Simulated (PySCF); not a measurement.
Spin states and ions at one geometry of [TaH4]+

PySCF 2.14.0, RKS PBE0, Ta def2-SVP with ECP60, H def2-SVP; non-relativistic Hamiltonian with scalar-relativistic core potentials where named; density fitting; no spin-orbit coupling; singlets restricted, open shells unrestricted. The geometry is relaxed for charge +1, singlet, vacuum (a saddle point, kept by symmetry):

```xyz
5

Ta    0.1303    0.8102    0.0000
H     1.2381   -1.3701    0.0000
H    -0.6200    2.3673    0.0000
H    -1.2189   -0.2545    0.0000
H     0.4764   -1.5227    0.0000
```

Energies count from the relaxed state; an electron taken off or put on is at rest in vacuum. Charges and spins are Mulliken's.

Question: Order these states by energy, lowest first.
A. charge +1, singlet, vacuum
B. charge +1, triplet, vacuum
C. charge +2, doublet, vacuum
D. charge 0, doublet, vacuum

Answer: D (-7.76 eV), B (-0.50 eV), A (0.00 eV), C (14.25 eV).

Question: How do charge and spin on the first atom follow?

Answer: 
| state | spin squared | charge on Ta1 (e) | spin on Ta1 (e) | dipole about the centre of mass (D) |
| --- | --- | --- | --- | --- |
| charge +1, singlet, vacuum | 0.00 | 0.97 | 0.00 | 2.73 |
| charge +1, triplet, vacuum | 2.02 | 1.03 | 2.18 | 2.96 |
| charge +2, doublet, vacuum | 0.75 | 1.65 | 1.03 | 2.65 |
| charge 0, doublet, vacuum | 0.75 | 0.29 | 1.05 | 2.15 |

With an electron taken off (doublet) the charges change, summed by element, by Ta +0.68 e, H +0.32 e. The vertical ionisation energy is 14.25 eV, against −ε(HOMO) = 12.25 eV of the relaxed state. The level lies 2.0 eV too high, as is usual for semilocal functionals and global hybrids, which keep a self-interaction error.

With an electron put on (doublet) the charges change, summed by element, by Ta -0.68 e, H -0.32 e. The vertical electron affinity is 7.76 eV, against −ε(LUMO) = 9.95 eV of the relaxed state.

Open shells may have lower solutions than those found.

On relaxing from the template, bonds within or between ligands changed, so the formula names the start rather than the bonding at the end. The relaxed state isn't the lowest spin state tried at its geometry.
